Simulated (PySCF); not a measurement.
C3H7O, SMILES [CH2]COC, multiplicity 2.

The structure is a stationary point at TPSSh-D3(BJ)/def2-SVP. The isomer is the one that the SMILES or the coordinates give; other isomers of the formula were not compared. One conformer was computed; it need not be the lowest.

Level of theory: PBE/def2-TZVP in PySCF.

Computed frontier levels, dipole moment and polarisability:
- α spin, highest occupied and lowest empty level: -4.94 and 0.71 eV
- β spin, highest occupied and lowest empty level: -5.87 and -2.75 eV
- dipole moment: 1.02 D
- quadrupole, principal values (traceless, Buckingham form, about the centre of nuclear charge): -3.21, 0.06, 3.15 D·Å
- mean static polarisability: 44.1 bohr³ (6.54 Å³)
- polarisability, principal values: 39.0, 43.3, 50.2 bohr³
- ⟨S²⟩: 0.754 (pure state 0.75)
